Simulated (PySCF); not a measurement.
## Finite-field polarisability of N (nitrogen, neutral)

[He] 2s2 2p3, high-spin 4S determinant. Calculation: PySCF 2.14, in aug-cc-pVTZ-DK; the spin-free X2C one-electron Hamiltonian (Gaussian nucleus). Frozen: 1s2. Energy changes in a uniform field (μhartree):

| axis | F (au) | HF | MP2 | CCSD | CCSD(T) |
| --- | --- | --- | --- | --- | --- |
| x | 0.0053 | -99.823 | -100.080 | -100.623 | -101.272 |
| x | 0.0106 | -399.457 | -400.545 | -402.714 | -405.318 |

Question: Derive α along x at CCSD(T) from the two fields.

Answer: With ΔE = −αF²/2 − γF⁴/24, α = −(16 ΔE(F) − ΔE(2F))/(6F²) = 7.209 bohr³.

Question: And the mean polarisability at each level?

Answer: HF 7.106, MP2 7.124, CCSD 7.163, CCSD(T) 7.209 bohr³. Reference: 7.4 ± 0.2 bohr³ (recommended; Schwerdtfeger and Nagle, table of static dipole polarizabilities (2023 update)).
